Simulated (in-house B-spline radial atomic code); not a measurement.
Configurations of Pd⁵⁺, with energies counted from [Kr] 4d5. Level of theory: scalar-relativistic (X2C) wB97X, spin-polarised, spherical fractional occupations, exact exchange averaged over the configuration, Fermi nucleus of rms radius 4.5318 fm; calculated with a radial B-spline atomic code at the basis-set limit. Shells without spins written out take the highest spin.

Occupations are held fixed; configurations that lie above the ionisation limit could autoionise.

```json
{"configuration": "[Kr] 4d4 4f1", "E - E(ref) (eV)": "46.597", "highest orbital": "4f up", "its <r> (bohr)": "1.963"}
{"configuration": "[Ar] 3d10 4s2 4p5 4d5 4f1", "E - E(ref) (eV)": "93.746", "highest orbital": "4f up", "its <r> (bohr)": "1.894"}
{"configuration": "[Ar] 3d9 4s2 4p6 4d5 5f1", "E - E(ref) (eV)": "401.37", "highest orbital": "5f up", "its <r> (bohr)": "3.988"}
```

(1) Order these further configurations by energy, lowest first.
A. [Ar] 3d9 4s2 4p6 4d5 5d1
B. [Kr] 4d4 5p1
C. [Kr] 4d4 5f1
D. [Ar] 3d10 4s2 4p5 4d5 5p1

## Answers

(1) B (33.129 eV), C (60.192 eV), D (80.779 eV), A (388.28 eV).
